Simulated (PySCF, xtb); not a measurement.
Mo(O)(NH)(OH)2 (H₃MoNO₃), SMILES [Mo](=[O])([OH])([OH])=[NH], multiplicity 1. One conformer was computed; it need not be the lowest.

Harmonic wavenumbers (cm⁻¹) from GFN2-xTB in xtb at its own minimum, in rising order: 160, 175, 188, 224, 238, 277, 303, 435, 442, 538, 566, 580, 643, 901, 1004, 3456, 3579, 3585.

### Question
What does PBE-D3(BJ)/def2-SVP in PySCF give at its own minimum? (An estimate is asked for; the answer gives what the named calculation found.)

### Answer
199, 228, 232, 251, 266, 291, 342, 510, 600, 639, 649, 705, 758, 962, 996, 3486, 3745, 3749. Paired by order, the mean absolute difference is 74 cm⁻¹ and the zero-point energies are 24.7 and 26.6 kcal/mol.
